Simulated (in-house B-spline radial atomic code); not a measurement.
## One electron outside the [Kr] 4d10 core: Cs8+

Computed with a B-spline radial code for spherical atoms, no-pair Dirac-Coulomb Hamiltonian, finite nucleus. Rungs: frozen-core Dirac-Hartree-Fock (DHF); Brueckner orbitals from the second-order correlation potential; the same with the Coulomb interaction screened by the core and the hole-particle interaction summed; Breit and QED terms from differences of relaxed Dirac-Fock atoms, where computed. Partial waves beyond l = 6 are extrapolated. The tables show a selection of states; those near core-excited levels, with erratic corrections or far from their DHF start are never shown.

Command:
```bash
python run_mb.py task.json out
```
Settings (nuclear radius in fm, box in bohr, cutoff in hartree):
```
basis_form          2
Z                   55
core_configuration  [Kr] 4d10
rms_radius          4.8041
mass_number         133
speed_of_light      137.036
box_radius          26.8
lmax                6
intervals           65
virtual_cutoff      6050.0
```

Cost of the run: 110 s on 1 thread of Intel(R) Xeon(R) 6975P-C, with other jobs on the host.

Removal energies (eV):

| state | DHF | second order | screened | Breit + QED | final |
| --- | --- | --- | --- | --- | --- |
| 5s1/2 | 123.723 | 126.233 | 125.75 | -0.109 | 125.641 |
| 5p1/2 | 108.089 | 110.26 | 109.863 | -0.0822 | 109.78 |
| 5p3/2 | 105.367 | 107.4 | 107.031 | -0.0501 | 106.981 |
| 4f5/2 | 92.462 | 95.4333 | 94.9895 | - | - |
| 4f7/2 | 92.3606 | 95.2861 | 94.8503 | - | - |
| 5d3/2 | 81.5948 | 82.9938 | 82.7641 | -0.0145 | 82.7497 |
| 5d5/2 | 81.1446 | ? | ? | ? | ? |
| 6s1/2 | 68.0457 | ? | ? | ? | ? |

(1) What does correlation do to 6s1/2?

(2) What does correlation do to 5d5/2?

(3) How does the lowest state compare with the NIST ionisation energy?

Electric-dipole lines from 5s1/2 (reduced matrix elements in atomic units, length form, static core polarisation, sign of DHF taken positive):

| upper | DHF | + core polarisation | + Brueckner | λ (nm) | A (s⁻¹) |
| --- | --- | --- | --- | --- | --- |
| 5p1/2 | 1.292 | 1.108 | 1.093 | 78.173 | 2.54e+09 |
| 5p3/2 | 1.833 | 1.578 | 1.557 | 66.446 | 4.19e+09 |

Magnetic hyperfine constants per unit nuclear g factor (MHz, nucleus as a uniformly magnetised ball; they apply to isotopes with nuclear spin):

```json
{"state": "5s1/2", "DHF": "55040", "+ core polarisation": "59780", "+ Brueckner": "62120"}
{"state": "5p1/2", "DHF": "14430", "+ core polarisation": "15600", "+ Brueckner": "16370"}
{"state": "5p3/2", "DHF": "2137", "+ core polarisation": "2479", "+ Brueckner": "2607"}
{"state": "6s1/2", "DHF": "21440", "+ core polarisation": "23130", "+ Brueckner": "23480"}
```

(4) What is the static scalar polarisability of 5s1/2?

Results:

(1) It adds 0.918 eV to the removal energy in second order and 0.7344 eV with screening; Breit and QED add -0.0428 eV, for a final 68.7373 eV.

(2) It adds 1.374 eV to the removal energy in second order and 1.146 eV with screening; Breit and QED add -0.00399 eV, for a final 82.287 eV.

(3) 5s1/2 is bound by 125.6 eV, without recoil; NIST lists 125.61 ± 0.09 eV (semi-empirical), a difference of +0.031 eV.

(4) 2.562 bohr³: 0.6894 from the core and 1.873 from the valence electron, Pauli blocking included.
